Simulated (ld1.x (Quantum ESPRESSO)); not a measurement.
lead (Pb): excitation energies, all-electron against TM

* Element: lead
* Generator: ld1.x (Quantum ESPRESSO) 7.5
* Type: norm-conserving Troullier–Martins (Kleinman–Bylander form)
* Functional: PW91
* Relativity: scalar-relativistic
* Frozen core: [Kr] 4d10 4f14
* Valence charge: 22
* Reference configuration: 5s2 5p6 5d10 6s2 6p2
* Partial waves: 5p (bound): rc 1.45 bohr; 5d (bound): rc 2.05 bohr; 5s (bound): rc 0.95 bohr
* Local potential: the s channel
* Core correction: none

Occupied shells without a wave of their own: 6p, 6s. They enter only through the test configuration that unscreens the potential.

Energies are relative to the spin-unpolarised reference configuration 5s2 5p6 5d10 6s2 6p2; without spin polarisation the order of configurations can differ from experiment. The frozen-core shift is the all-electron ΔE with the core orbitals held at their reference shape minus the fully relaxed ΔE.

| valence configuration | charge | ΔE all-electron (eV) | error AE − PS (meV) | frozen-core shift (meV) |
| --- | --- | --- | --- | --- |
| 5s2 5p6 5d10 6s2 6p1 | +1 | 6.631 | -175 | +2.6 |
| 5s2 5p6 5d10 6s2 6p0 | +2 | 20.152 | -461 | +8.3 |
| 5s2 5p6 5d10 6s1 6p0 | +3 | 52.670 | -1055 | +18 |
| 5s2 5p5 5d10 6s2 6p2 | +1 | 93.005 | -157 | +107 |
| 5s2 5p6 5d10 6s1 6p3 | 0 | 8.763 | -180 | +1.2 |
| 5s1 5p6 5d10 6s2 6p2 | +1 | 152.067 | -125 | +152 |

What are ΔE and the potential's error for 5s2 5p6 5d10 6s1 6p2?

ΔE = 16.189 eV all-electron; the error (AE − PS) is -360 meV.

Levels in the configuration 5s2 5p6 5d10 6s2 6p0:

| level | all-electron (eV) | pseudo (eV) |
| --- | --- | --- |
| 5s | -161.062 | -161.334 |
| 5p | -102.701 | -102.963 |
| 5d | -37.916 | -38.151 |
| 6s | -27.547 | -28.069 |

ld1.x printed “convergence not achieved” for 7 of the counted tests; their residual had stalled under 1e-8, short of the target of 1e-14. The 6p, 6s levels have no wave, so the channel is fitted at the deeper level alone: the likely source of the large errors.

The potential misses its own reference levels by up to 0.3 eV.
